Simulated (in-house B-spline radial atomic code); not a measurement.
Nb²⁺ is squeezed into an impenetrable sphere of radius R (the orbitals vanish at R). No spin polarisation. Computed with an all-electron radial atomic-structure program (B-spline basis): scalar-relativistic (X2C) PBE, spherical fractional occupations, Fermi nucleus of rms radius 4.324 fm.

Energies in eV above the free ion in [Kr] 4d3:

```tsv
R (bohr)	highest level (eV)	[Kr] 4d3	[Ar] 3d10 4s2 4p5 4d3 4f1	[Ar] 3d9 4s2 4p6 4d3 4f1
9.12	-19.1	0.0001704	51.02	223
5.59	-18.9	0.1393	54.14	226.1
4.67	-18.3	0.7172	57.28	229.2
4.3	-17.7	1.379	59.5	231.3
3.78	-16.3	3.519	64.67	236.1
3.09	-11.4	13.47	81.19	251.3
2.67	-4.26	33.73	107.8	276.2
2.17	16.1	114.1	199.5	364.7
1.79	54	317.1	413.5	579.9
1.27	216	1538	1628	1852
```

Problem. Does [Ar] 3d10 4s2 4p5 4d3 4f1 fall below [Kr] 4d3 under compression?

Solution. No, it stays above over the whole range.

Problem. Does [Ar] 3d9 4s2 4p6 4d3 4f1 fall below [Kr] 4d3 under compression?

Solution. No, it stays above over the whole range.

The highest level is first positive in the row R = 2.17 bohr, pushed up by confinement above the zero of the free ion's potential. Each configuration is held fixed and needn't be the lowest in the sphere.
